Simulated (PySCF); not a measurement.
Computed structure and properties of [Y(BH4)2]+

System: [Y(BH4)2]+ (singlet); start: template (C2). Method: PySCF 2.14.0, RKS PBE0, Y def2-SVP with ECP28, B def2-SVP, H def2-SVP; non-relativistic Hamiltonian with scalar-relativistic core potentials where named; density fitting; no spin-orbit coupling.

Input of the relaxation:

```python
mol = gto.M(atom='''
Y     -0.00000     0.00000    -0.24937
B      2.20710     0.00000     0.73833
H      3.30240     0.00000     1.22853
H      1.48690    -0.83350     1.32923
H      2.29250    -0.30510    -0.47087
H      1.70280     1.13860     0.84693
B     -2.20710     0.00000     0.73833
H     -3.30240     0.00000     1.22853
H     -1.48690     0.83350     1.32923
H     -2.29250     0.30510    -0.47087
H     -1.70280    -1.13860     0.84693''',
    basis={'Y': 'def2-SVP', 'B': 'def2-SVP', 'H': 'def2-SVP'},
    ecp={'Y': 'def2-SVP'},
    charge=1, spin=0)
mf = dft.RKS(mol, xc='PBE0')
mf.grids.atom_grid = (50, 194)
mf = mf.density_fit()  # fitting sets: Y def2-universal-JKFIT, B def2-universal-JKFIT, H def2-universal-JKFIT
mf.conv_tol = 1e-08; mf.max_cycle = 55
mf.kernel(dm0)  # dm0: converged density of the start geometry
# quasi-Newton relaxation in Cartesian coordinates to a largest gradient under 0.00045 Eh/bohr, steps kept in the point group
```

Run from Python with OMP_NUM_THREADS=2; the lines above give its settings. Where DIIS fails, smearing, a level shift and second-order steps follow.
It took 41 s on 2 threads of Arm Neoverse V1, on a shared host, from the converged density of the start.

Course of the relaxation:

| step | energy above end (eV) | largest force component within the symmetry (eV/Å) |
| --- | --- | --- |
| 0 | 0.4152 | 1.416 |
| 1 | 0.2783 | 1.134 |
| 2 | 0.0630 | 0.303 |
| 3 | 0.0454 | 0.184 |
| 4 | 0.0357 | 0.204 |
| 5 | 0.0321 | 0.188 |
| 6 | 0.0242 | 0.147 |
| 7 | 0.0090 | 0.141 |
| 8 | 0.0041 | 0.092 |
| 9 | 0.0019 | 0.056 |
| 10 | 0.0012 | 0.042 |
| 11 | 0.0003 | 0.024 |
| 12 | 0.0001 | 0.013 |
| 13 | 0.0000 | 0.006 |
| 14 | 0.0000 | 0.004 |

Relaxed geometry (C2):

```xyz
11

Y     0.0000   -0.0001   -0.3811
B     2.0358   -0.0313    0.7786
H     3.0338   -0.0400    1.4387
H     1.2189   -0.9658    1.0625
H     2.1953   -0.1216   -0.4709
H     1.3251    1.0151    0.9292
B    -2.0358    0.0314    0.7785
H    -3.0337    0.0401    1.4388
H    -1.2188    0.9657    1.0625
H    -2.1953    0.1217   -0.4709
H    -1.3252   -1.0152    0.9291
```

```csv
contact,Å
Y1–H4 (BH4),2.122
Y1–H9 (BH4),2.122
```

On the finer grid (75, 302):

```yaml
HOMO: -14.12 eV
LUMO: -7.77 eV
Dipole_about_the_centre_of_mass: 4.45 D
Set_of_Mulliken_populations_of_Y1_outside_the_core_potential: s 2.28, p 6.25, d 1.27, f 0.09
D3_BJ_dispersion_energy_not_in_the_energies: -0.176 eV
```

| atom | Mulliken (e) | Löwdin (e) | spin (e) |
| --- | --- | --- | --- |
| Y1 | 1.10 | 0.81 | 0.00 |
| B2 | -0.18 | -0.18 | 0.00 |
| H3 | 0.09 | 0.04 | 0.00 |
| H4 | 0.02 | 0.09 | 0.00 |
| H5 | 0.02 | 0.07 | 0.00 |
| H6 | 0.01 | 0.08 | 0.00 |
| B7 | -0.18 | -0.18 | 0.00 |
| H8 | 0.09 | 0.04 | 0.00 |
| H9 | 0.02 | 0.09 | 0.00 |
| H10 | 0.02 | 0.07 | 0.00 |
| H11 | 0.01 | 0.08 | 0.00 |

On the grid (50, 194), as all that follows. Harmonic modes: 1 unstable but soft, so probably a saddle point, though modes this soft are near the noise (counted below −25 cm⁻¹); lowest -44 cm⁻¹ (negative: unstable), highest 2723 cm⁻¹, zero-point energy 2.148 eV.

Taking off one BH4 (charge -1, singlet; the rest: singlet) in vacuum, both parts rigid, costs 14.04 eV; the small basis without counterpoise inflates it. Most of it is the attraction of opposite charges; other ways to part are cheaper, and one spin state was tried for the rest.

Rigid scan of BH4 along the line from its metal:

```
distance to B2 (Å)  energy (eV)
              2.04        1.139
              2.14        0.446
              2.24        0.098
              2.34        0.000
              2.44        0.081
              2.54        0.285
              2.74        0.911
              3.04        2.048
              3.44        3.481
              3.94        4.869
```

One start shape was tried, so this needn't be the lowest isomer.
